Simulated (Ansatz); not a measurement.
System: CH$_{4}$BS, charge 0, doublet. CH4BS (SMILES CB[S], doublet).
B3LYP-D3(BJ)/def2-TZVP minimum from Ansatz (an electronic-structure program):
```
C
H 1 1.0891
H 1 1.0946 2 108.73
H 1 1.0946 2 108.73 3 115.07
B 1 1.5722 2 114.79 4 122.46
H 5 1.2008 1 120.04 2 -180.00
S 5 1.7410 6 114.61 1 -180.00
```
Charge 0, spin multiplicity 2.

Total energies in cc-pV(D+d)Z, 17 correlated electrons, 7 frozen orbitals. Open shells are spin-unrestricted; no spin-orbit coupling. Correlated methods leave the cores frozen. No relativity.

```csv
method,program,energy (Eh),minus CCSDT(Q) (mEh)
HF,Ansatz,-462.43238,398.08
MP2,Ansatz,-462.77003,60.42
CCSD,Ansatz,-462.81683,13.63
CCSD(T),Ansatz,-462.82840,2.05
CCSDT(Q),Ansatz,-462.83045,0.00
```

Rough core times of Ansatz's runs on a shared machine: CCSD(T) 20 s, CCSDT(Q) 8 min.
